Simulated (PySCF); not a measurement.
BP86 single point of singlet Be₂S₂ at its PBE0 minimum.

An equivalent PySCF input for this run (the driver started from the density of an earlier step):

```python
from pyscf import gto, scf, dft
mol = gto.M(atom='''
Be    -0.645155    -0.000000     0.728716
Be     0.645155     0.000000    -0.728716
S      1.242700    -0.000000     1.100202
S     -1.242700     0.000000    -1.100202''',
    basis={'Be': 'def2-TZVP', 'S': 'def2-TZVP'},
    charge=0, spin=0)
mf = dft.RKS(mol, xc='B88,P86')
mf.grids.atom_grid = (75, 302)
aux = {'Be': 'def2-universal-JKFIT', 'S': 'def2-universal-JKFIT'}
mf = mf.density_fit(auxbasis=aux)
mf.conv_tol = 1e-08
mf.diis_space = 10
mf.max_cycle = 60
mf.verbose = 4
mf.kernel()
```

Excerpt of the output:

```
init E= -826.091335285752
  HOMO = -0.213826613800588  LUMO = -0.131941942645071  gap/eV = 2.22820
cycle= 1 E= -826.093977243078  delta_E= -0.00264  |g|= 0.0126  |ddm|= 0.13
  HOMO = -0.217283819471621  LUMO = -0.131690955616261  gap/eV = 2.32910
cycle= 2 E= -826.093867994698  delta_E= 0.000109  |g|= 0.0222  |ddm|= 0.034
  HOMO = -0.216206077100342  LUMO = -0.132633874474447  gap/eV = 2.27412
cycle= 3 E= -826.09403020849  delta_E= -0.000162  |g|= 0.00175  |ddm|= 0.0205
  HOMO = -0.216021669209084  LUMO = -0.132629868000603  gap/eV = 2.26921
cycle= 4 E= -826.094030584723  delta_E= -3.76e-07  |g|= 0.00083  |ddm|= 0.0017
  HOMO = -0.216135365621341  LUMO = -0.132699409351776  gap/eV = 2.27041
cycle= 5 E= -826.094030764875  delta_E= -1.8e-07  |g|= 0.000233  |ddm|= 0.000909
  HOMO = -0.216122319457138  LUMO = -0.132679777837215  gap/eV = 2.27059
cycle= 6 E= -826.094030783081  delta_E= -1.82e-08  |g|= 6.96e-06  |ddm|= 0.00021
  HOMO = -0.216121310164496  LUMO = -0.132679584229244  gap/eV = 2.27057
cycle= 7 E= -826.094030783095  delta_E= -1.33e-11  |g|= 1.19e-06  |ddm|= 1.03e-05
  HOMO = -0.216121716870276  LUMO = -0.132679788236644  gap/eV = 2.27057
Extra cycle  E= -826.094030783094  delta_E= 1.14e-13  |g|= 1.78e-06  |ddm|= 3.27e-06
converged SCF energy = -826.094030783094
```

This run, together with those of the ionised and electron-attached species (not shown), took 30 s on 2 threads of a shared Intel Xeon @ 2.50GHz (Skylake/Cascade Lake) host, with 112 basis functions; the process peaked at 1.1 GiB. Launch command: `OMP_NUM_THREADS=2 python axn.py task.json out`.
